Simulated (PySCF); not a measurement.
## Computed spin Hamiltonian

Species: C9H8 (charge +1 and doublet state).
Geometry (GFN2-xTB, Å), atoms numbered from 1 in this order:
```xyz
17
C9H8 angstrom
C      3.8108    0.0343   -0.1562
C      2.4022    0.0293   -0.0552
C      1.1813    0.0167    0.0345
C     -0.1992    0.0000    0.1373
C     -0.9297    1.2195    0.1707
C     -2.2975    1.1882    0.2688
C     -2.9693   -0.0395    0.3387
C     -2.2600   -1.2475    0.3095
C     -0.8921   -1.2399    0.2089
H      4.2395    0.5946    0.6817
H      4.2132   -0.9785   -0.1704
H      4.1155    0.5700   -1.0617
H     -0.3933    2.1545    0.1185
H     -2.8611    2.1080    0.2928
H     -4.0463   -0.0553    0.4155
H     -2.7941   -2.1833    0.3664
H     -0.3269   -2.1590    0.1829
```

As a line formula: `C[C+]=[C]c1ccccc1` [radical] (charge +1).

Computed with PySCF, UKS B3LYP, pcH-1 on C H, non-relativistic, mean-field spin-orbit, GIAO. Geometry: GFN2-xTB; no solvent, vibrations or thermal averaging. The geometry wasn't refined by DFT: couplings that depend on bond lengths, twists or pyramidal angles can differ widely from those at the functional's own minimum, by a factor of two or more for some ions and for spin on atoms past the first row. The SCF solution wasn't tested for stability.

* g1, g2, g3: 2.00217, 2.00297, 2.00458
* g_iso: 2.00324
* Form of g: rhombic: the two nearest values differ by 33 % of g3 − g1
* ⟨S²⟩: 0.7631 (exact 0.7500)
* Total energy: -347.44870 Eh

Hyperfine couplings atom by atom, in G; T1 to T3 are the principal values of the dipolar part; ρ(0) is the spin density at the nucleus (MHz turned into gauss with g_iso; 10 G = 1 mT):

| atom | isotope | a_iso | T1 | T2 | T3 | Mulliken spin population | ρ(0) (bohr⁻³) |
| --- | --- | --- | --- | --- | --- | --- | --- |
| C1 | 13C | -5.1 | -1.0 | -0.4 | 1.5 | -0.02 | -0.0128 |
| C2 | 13C | 7.7 | -11.5 | -10.8 | 22.3 | 0.37 | 0.0192 |
| C3 | 13C | -7.2 | -5.7 | -1.3 | 7.0 | 0.04 | -0.0179 |
| C4 | 13C | 1.7 | -5.6 | -5.5 | 11.1 | 0.18 | 0.0043 |
| C5 | 13C | 1.0 | -3.3 | -3.0 | 6.3 | 0.10 | 0.0026 |
| C6 | 13C | -4.5 | -1.7 | 0.7 | 1.0 | -0.05 | -0.0111 |
| C7 | 13C | 8.1 | -8.6 | -8.2 | 16.8 | 0.31 | 0.0201 |
| C8 | 13C | -4.5 | -1.7 | 0.7 | 1.0 | -0.05 | -0.0112 |
| C9 | 13C | 1.1 | -3.3 | -3.0 | 6.3 | 0.10 | 0.0027 |
| H10 | 1H | 26.9 | -1.3 | -0.6 | 1.9 | 0.03 | 0.0168 |
| H11 | 1H | 0.6 | -0.7 | -0.7 | 1.4 | 0.00 | 0.0004 |
| H12 | 1H | 26.7 | -1.3 | -0.6 | 1.9 | 0.03 | 0.0168 |
| H13 | 1H | -2.9 | -1.4 | -0.8 | 2.2 | -0.01 | -0.0018 |
| H14 | 1H | 0.5 | -0.8 | -0.3 | 1.0 | 0.00 | 0.0003 |
| H15 | 1H | -7.0 | -4.1 | -0.5 | 4.6 | -0.01 | -0.0044 |
| H16 | 1H | 0.5 | -0.8 | -0.2 | 1.0 | 0.00 | 0.0003 |
| H17 | 1H | -2.9 | -1.4 | -0.8 | 2.2 | -0.01 | -0.0018 |

The largest Mulliken spin populations are on C2 (+0.37), C7 (+0.31), C4 (+0.18) and C9 (+0.10). Three atoms exceed +0.15.

C3, the radical centre as drawn in `C[C+]=[C]c1ccccc1`, holds a spin population of +0.04 out of 1.

Axes: g3 points within 1° of the C1–C2 bond.

Under fast tumbling the dipolar parts average out, and these isotropic splittings remain: 3 × 1H (H10/H11/H12, I = 1/2, 4 lines) with 1.81 mT, 1 × 1H (H15, I = 1/2, 2 lines) with 0.70 mT, 1 × 1H (H17, I = 1/2, 2 lines) with 0.29 mT, 1 × 1H (H13, I = 1/2, 2 lines) with 0.29 mT, 1 × 1H (H16, I = 1/2, 2 lines) with 0.05 mT and 1 × 1H (H14, I = 1/2, 2 lines) with 0.05 mT.

Means are taken over nuclei equivalent by connectivity, which assumes that they swap fast. C5 and C9, with what hangs on them, aren't averaged: C4 is flat or nearly so (angle sum 360°), and its turn about the short C4–C3 bond (1.38 Å) is taken as slow. The three 1H nuclei of mean +50.6 MHz run from 1.7 to 75.3 MHz in the frozen geometry.

The 13C coupling of C7 (22.6 MHz) shows only in satellite lines or after enrichment, since that isotope makes up about 1.07 % of natural carbon.
